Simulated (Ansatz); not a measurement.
AlH6NOSSi (`[NH2][Al]([SH])[O][SiH3]`), relaxed with RKS PBE0-D4/def2-TZVP in the Gaussian-basis code of Ansatz from a PBE-D4/def2-SVP geometry. The force threshold is 0.005 eV/Å; the program also tests the step.

Total charge 0; spin multiplicity 1.

Start:

```xyz
11

N    -1.266    0.736   -2.066
Al   -0.278   -0.321   -1.043
S     0.428   -2.244   -1.834
O     0.125    0.155    0.551
Si    0.653    0.444    2.095
H    -1.556    0.521   -3.022
H    -1.628    1.648   -1.781
H     1.056   -2.545   -0.662
H     1.090    1.879    2.242
H     1.824   -0.445    2.433
H    -0.449    0.172    3.086
```

Task: How much energy does the relaxation release, and in how many steps? (An estimate is asked.)

Result: Computed: 0.08 eV, in 26 steps.

Task: Which bonds change most? (Best estimate.)

Result: The calculation gave: O4–Si5 from 1.658 to 1.623 Å; Al2–O4 from 1.711 to 1.682 Å; Si5–H9 from 1.507 to 1.486 Å; Si5–H11 from 1.506 to 1.487 Å.

Task: Give the relaxed structure. (Best estimate.)

Result: Computed: 
```xyz
11

N    -1.339    0.688   -2.078
Al   -0.289   -0.227   -1.010
S     0.608   -2.090   -1.698
O     0.023    0.339    0.544
Si    0.635    0.387    2.046
H    -1.577    0.423   -3.018
H    -1.785    1.554   -1.827
H     1.238   -2.280   -0.526
H     1.452    1.616    2.224
H     1.500   -0.800    2.298
H    -0.466    0.390    3.045
```
